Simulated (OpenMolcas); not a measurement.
# ZrF at 1.877 Å: OpenMolcas input and output

Input (each module block was a call of its own in one work directory; start orbitals came from a preliminary run):

```
&GATEWAY
Coord
2
angstrom
Zr 0.0 0.0 0.0
F 0.0 0.0 1.8770
Basis=ANO-RCC-VDZP
Group=XY
RX2C
AMFI
ANGMom
0.0 0.0 0.0
RICD
&SEWARD
&GUESSORB
&RASSCF
FileOrb=$CurrDir/o21.orb
Symmetry=1
Spin=2
nActEl=9 0 0
Inactive=12 8
RAS2=5 4
CIRoot=9 9 1
Linear
Iterations=120 100
OrbListing=Nothing
PRWF=0.15
>>COPY $Project.RasOrb $CurrDir/o21.orb
>>COPY $Project.rasscf.h5 $CurrDir/r21.h5
&CASPT2
XMultistate=all
Imaginary=0.2
IPEA=0.25
MaxIter=40
>>COPY $Project.JobMix JOB001
```

```bash
pymolcas m.inp
```

RASSCF and CASPT2 output of these blocks, in excerpt:

```
++    Wave function specifications:
      Number of closed shell electrons          40
      Number of electrons in active shells       9
      Number of inactive orbitals               20
      Number of active orbitals                  9
      Number of secondary orbitals              28
      Spin quantum number                      0.5
      State symmetry                             1
++    Orbital specifications:
      Symmetry species                           1   2
                                                 a   b
      Frozen orbitals                            0   0
      Inactive orbitals                         12   8
      Active orbitals                            5   4
      RAS2 orbitals                              5   4
      Secondary orbitals                        14  14
      Number of basis functions                 31  26
      printout of CI-coefficients larger than  0.15 for root  1
      energy=   -3695.835516
      conf/sym  11111 2222     Coeff  Weight
          2106  2uu0d 2200   0.18627 0.03470
          2701  20u02 2200  -0.94042 0.88440
      printout of CI-coefficients larger than  0.15 for root  2
      energy=   -3695.835516
      conf/sym  11111 2222     Coeff  Weight
          2211  2u0ud 2200  -0.18625 0.03469
          2911  200u2 2200   0.94043 0.88440
      printout of CI-coefficients larger than  0.15 for root  3
      energy=   -3695.803945
      conf/sym  11111 2222     Coeff  Weight
          1511  2020u 2200   0.49375 0.24379
          1686  20udu 2200  -0.66735 0.44536
          1896  2002u 2200  -0.49380 0.24384
      printout of CI-coefficients larger than  0.15 for root  4
      energy=   -3695.803945
      conf/sym  11111 2222     Coeff  Weight
          1511  2020u 2200  -0.47186 0.22265
          1686  20udu 2200  -0.69830 0.48763
          1896  2002u 2200   0.47192 0.22270
      printout of CI-coefficients larger than  0.15 for root  5
      energy=   -3695.803613
      conf/sym  11111 2222     Coeff  Weight
           741  2u200 2200  -0.20571 0.04232
          1126  2u020 2200  -0.20569 0.04231
          1406  2200u 2200   0.25522 0.06514
          1511  2020u 2200  -0.54166 0.29339
          1896  2002u 2200  -0.54156 0.29329
          2631  2u002 2200   0.48687 0.23704
      printout of CI-coefficients larger than  0.15 for root  6
      energy=   -3695.799536
      conf/sym  11111 2222     Coeff  Weight
           846  2udu0 2200  -0.35101 0.12321
          1021  2uud0 2200   0.20266 0.04107
          2281  20uud 2200   0.89936 0.80885
      printout of CI-coefficients larger than  0.15 for root  7
      energy=   -3695.765795
      conf/sym  11111 2222     Coeff  Weight
          1441  2ud0u 2200   0.94752 0.89779
      printout of CI-coefficients larger than  0.15 for root  8
      energy=   -3695.765795
      conf/sym  11111 2222     Coeff  Weight
          1616  2u0du 2200  -0.94751 0.89778
      printout of CI-coefficients larger than  0.15 for root  9
      energy=   -3695.747511
      conf/sym  11111 2222     Coeff  Weight
           741  2u200 2200   0.15580 0.02427
          1126  2u020 2200   0.15569 0.02424
          1406  2200u 2200  -0.23301 0.05429
          1511  2020u 2200  -0.43098 0.18575
          1896  2002u 2200  -0.43096 0.18573
          2631  2u002 2200  -0.70591 0.49831
      Natural orbitals and occupation numbers for root  1
      sym 1:   1.992984   0.096230   1.000000   0.031643   1.878961
      sym 2:   1.975503   1.975503   0.024588   0.024588
      Natural orbitals and occupation numbers for root  2
      sym 1:   1.992984   0.096226   0.031643   1.000000   1.878965
      sym 2:   1.975503   1.975503   0.024588   0.024588
      Natural orbitals and occupation numbers for root  3
      sym 1:   1.993800   0.006141   0.999894   1.000061   0.999939
      sym 2:   1.975836   1.975836   0.024246   0.024246
      Natural orbitals and occupation numbers for root  4
      sym 1:   1.993800   0.006141   0.999897   1.000058   0.999939
      sym 2:   1.975836   1.975836   0.024246   0.024246
      Natural orbitals and occupation numbers for root  5
      sym 1:   1.995748   0.453592   0.689899   0.689667   1.170901
      sym 2:   1.975695   1.975695   0.024402   0.024402
      Natural orbitals and occupation numbers for root  6
      sym 1:   1.994633   0.005163   0.999956   0.999956   1.000094
      sym 2:   1.975873   1.975873   0.024226   0.024226
      Natural orbitals and occupation numbers for root  7
      sym 1:   1.995950   1.148885   0.999997   0.042619   0.812347
      sym 2:   1.975550   1.975550   0.024552   0.024552
      Natural orbitals and occupation numbers for root  8
      sym 1:   1.995950   1.148882   0.042617   0.999997   0.812352
      sym 2:   1.975549   1.975549   0.024552   0.024552
      Natural orbitals and occupation numbers for root  9
      sym 1:   1.995021   0.572208   0.432718   0.432602   1.567187
      sym 2:   1.975367   1.975367   0.024765   0.024765
      RASSCF energy for state  9                  -3695.74751074
::    RASSCF root number  1 Total energy:  -3695.83551612
::    RASSCF root number  2 Total energy:  -3695.83551603
::    RASSCF root number  3 Total energy:  -3695.80394499
::    RASSCF root number  4 Total energy:  -3695.80394499
::    RASSCF root number  5 Total energy:  -3695.80361323
::    RASSCF root number  6 Total energy:  -3695.79953605
::    RASSCF root number  7 Total energy:  -3695.76579457
::    RASSCF root number  8 Total energy:  -3695.76579454
::    RASSCF root number  9 Total energy:  -3695.74751074
      Von Neumann Entropy (Root   1) =  1.08608
++    Wave function specifications:
      Number of closed shell electrons           8
      Number of electrons in active shells       9
      Number of inactive orbitals                4
      Number of active orbitals                  9
      Number of secondary orbitals              28
      Spin quantum number                      0.5
      State symmetry                             1
      Number of CSFs                          4420
      Number of CASSCF root(s) available         9
      CASPT2 state passed to geometry opt.       9
      A file JOBMIX will be created
      This is a MULTI-STATE CASSCF reference
      Number of CI roots used                    9
      These are:                                 1   2   3   4   5   6   7   8   9
      Off-diagonal elements of Heff are computed
  FINAL CASPT2 RESULT:
      Reference energy:       -3695.8355161241
      E2 (Non-variational):      -0.3729123987
      Shift correction:          -0.0039558360
      E2 (Variational):          -0.3768682347
      Total energy:           -3696.2123843588
      Reference weight:           0.88378
  FINAL CASPT2 RESULT:
      Reference energy:       -3695.8355160251
      E2 (Non-variational):      -0.3729125449
      Shift correction:          -0.0039558608
      E2 (Variational):          -0.3768684056
      Total energy:           -3696.2123844307
      Reference weight:           0.88378
  FINAL CASPT2 RESULT:
      Reference energy:       -3695.8039449910
      E2 (Non-variational):      -0.3555992398
      Shift correction:          -0.0016073275
      E2 (Variational):          -0.3572065673
      Total energy:           -3696.1611515583
      Reference weight:           0.90869
  FINAL CASPT2 RESULT:
      Reference energy:       -3695.8039449910
      E2 (Non-variational):      -0.3555926075
      Shift correction:          -0.0016074742
      E2 (Variational):          -0.3572000817
      Total energy:           -3696.1611450726
      Reference weight:           0.90870
  FINAL CASPT2 RESULT:
      Reference energy:       -3695.8036132308
      E2 (Non-variational):      -0.3613672892
      Shift correction:          -0.0030761460
      E2 (Variational):          -0.3644434352
      Total energy:           -3696.1680566660
      Reference weight:           0.89732
  FINAL CASPT2 RESULT:
      Reference energy:       -3695.7995360473
      E2 (Non-variational):      -0.3578480208
      Shift correction:          -0.0025224100
      E2 (Variational):          -0.3603704308
      Total energy:           -3696.1599064780
      Reference weight:           0.90133
  FINAL CASPT2 RESULT:
      Reference energy:       -3695.7657945732
      E2 (Non-variational):      -0.3605132891
      Shift correction:          -0.0022117205
      E2 (Variational):          -0.3627250096
      Total energy:           -3696.1285195828
      Reference weight:           0.90168
  FINAL CASPT2 RESULT:
      Reference energy:       -3695.7657945400
      E2 (Non-variational):      -0.3605136258
      Shift correction:          -0.0022117304
      E2 (Variational):          -0.3627253562
      Total energy:           -3696.1285198962
      Reference weight:           0.90168
  FINAL CASPT2 RESULT:
      Reference energy:       -3695.7475107430
      E2 (Non-variational):      -0.3774298894
      Shift correction:          -0.0030508378
      E2 (Variational):          -0.3804807272
      Total energy:           -3696.1279914702
      Reference weight:           0.88869
       Total XMS-CASPT2 energies:
::    XMS-CASPT2 Root  1     Total energy:  -3696.21132684
::    XMS-CASPT2 Root  2     Total energy:  -3696.21132644
::    XMS-CASPT2 Root  3     Total energy:  -3696.16742704
::    XMS-CASPT2 Root  4     Total energy:  -3696.16115156
::    XMS-CASPT2 Root  5     Total energy:  -3696.16114507
::    XMS-CASPT2 Root  6     Total energy:  -3696.15990648
::    XMS-CASPT2 Root  7     Total energy:  -3696.12957775
::    XMS-CASPT2 Root  8     Total energy:  -3696.12957724
::    XMS-CASPT2 Root  9     Total energy:  -3696.12862109
```

Only roots inside an energy window near the equilibrium distance were included, so the list of states is not complete; labels number the states computed. Each spin and symmetry block has orbitals of its own, averaged over its own roots, so gaps between blocks are less sure than gaps within one and near the minimum can be off by tenths of an eV, in bad cases by more. No Rydberg orbitals are active, so Rydberg states, and σ→σ* states whose orbital the CASSCF left unused, can be missing between those listed. No roots were computed in blocks 2b, 4b (none fell in the window or the block failed), so states of that kind are missing and can lie low or lowest. For d and f metals this valence active space lacks a second d shell: the order of states is not reliable within half an eV or more, and the lowest computed state need not be the true ground state.
